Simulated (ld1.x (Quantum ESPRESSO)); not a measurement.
**nitrogen (N): from the effect back to the setting (RRKJ)**

Base potential:

ld1.x (Quantum ESPRESSO) 7.5 input, shortened:

```
&input
   title='N', zed=7., rel=0, dft='PZ', iswitch=3,
   config='[He] 2s2 2p2'
 /
 &inputp
   pseudotype=2, tm=.false., lloc=0,
   nlcc=.true.
 /
2
2P  2  1   2.00   0.00  2.10  2.10  0.0
2S  1  0   2.00   0.00  0.65  0.65  0.0
 &test
   configts(1)='2s2 2p2'
 /
```

Cutoffs, loose and tight: the cutoffs (Ry, on a coarse ladder) from which the occupation-weighted sum of valence levels, in a spherical-Bessel basis at the reference potential, stays within 10 and 1 mRy of its value at 400 Ry. They do not see the model core or the augmentation charge, which bear on the density cutoff. Test errors are all-electron minus pseudo excitation energies from the reference, over the configurations 2s2 2p3; 2s2 2p1; 2s2 2p0; 2s1 2p3; 2s1 2p0; 2s0 2p5; 2s2 2p2.5 (two spin-polarised tests are not counted in the largest error); variants that change the core or the reference have their own tests.

Only the scale of all radii but the core radius (base = 1) is moved:

```csv
scale of all radii but the core radius (base = 1),bound ghosts,largest test error (meV),median size of the test errors
0.73,not determined,+1285,105.5 meV
0.83,none,+1599,139.9 meV
0.92,none,+2225,201.8 meV
0.97,none,+2643,244.5 meV
1.04,none,+3410,325.5 meV
1.11,none,+4362,429.7 meV
1.23,none,+5940,609.7 meV
1.33,none,+7366,778.3 meV
1.39,none,+8434,907.3 meV
```

Q: One more run gave bound ghosts: none; largest test error (meV): +5105; median size of the test errors: 513.5 meV. Which value of the scale of all radii but the core radius (base = 1) was used?

A: 1.17. The median size of the test errors moves one way along this sweep, from 105.5 meV at 0.73 to 907.3 meV at 1.39, which places the run between 1.11 and 1.23.
